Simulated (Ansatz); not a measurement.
# Relaxing a trial structure of Cl2H2MgO2Sn

The starting geometry of this gas-phase singlet was optimised with GFN2-xTB.

```json
{"atom": "Cl", "x (Å)": "-2.5634", "y (Å)": "0.1647", "z (Å)": "0.0042"}
{"atom": "Cl", "x (Å)": "1.0177", "y (Å)": "0.8221", "z (Å)": "-0.4710"}
{"atom": "Mg", "x (Å)": "-1.7745", "y (Å)": "-1.4751", "z (Å)": "1.3473"}
{"atom": "O", "x (Å)": "-2.5976", "y (Å)": "-1.9406", "z (Å)": "2.7648"}
{"atom": "O", "x (Å)": "-0.5974", "y (Å)": "-2.1692", "z (Å)": "0.1223"}
{"atom": "Sn", "x (Å)": "-0.6359", "y (Å)": "-0.4944", "z (Å)": "-1.5001"}
{"atom": "H", "x (Å)": "-2.6383", "y (Å)": "-2.6425", "z (Å)": "3.4010"}
{"atom": "H", "x (Å)": "0.0510", "y (Å)": "-2.8721", "z (Å)": "0.1378"}
```

Where would you expect an optimisation with r2SCAN-D4/def2-SVP to take it?

A new bond forms, giving a structure with Cl1 bridging Mg3 and Sn6, Cl2 bridging Mg3 and Sn6, given below by its coordinates. Distances that change by over a tenth: Cl1–Mg3 (2.26 → 2.53 Å). Contacts that close: Cl2–Mg3 (4.05 → 2.56 Å).

The energy falls by 0.71 eV over 24 steps:

```tsv
step	E − E(last) (eV)
1	0.708
4	0.258
6	0.236
9	0.208
11	0.104
14	0.019
16	0.014
19	0.001
21	0.000
24	0.000
```

Final geometry (Å):

```yaml
atoms:
  - { symbol: Cl, position_ang: [-2.7400, -0.0046, -0.5372] }
  - { symbol: Cl, position_ang: [0.3533, 0.3336, 0.8347] }
  - { symbol: Mg, position_ang: [-1.5463, -1.3371, 1.2554] }
  - { symbol: O, position_ang: [-2.0684, -2.0644, 2.8062] }
  - { symbol: O, position_ang: [-0.7927, -2.2257, -0.3790] }
  - { symbol: Sn, position_ang: [-0.4207, -0.4342, -1.4729] }
  - { symbol: H, position_ang: [-2.3873, -1.9393, 3.6978] }
  - { symbol: H, position_ang: [-0.1362, -2.9355, -0.3985] }
```

No frequencies were run, so the end isn't proven a minimum. Atoms past krypton carry core potentials, without spin–orbit terms. Run with Ansatz 0.2.0, 59 s on 2 threads of INTEL(R) XEON(R) PLATINUM 8581C CPU @ 2.10GHz (Emerald Rapids), with other jobs on the host.
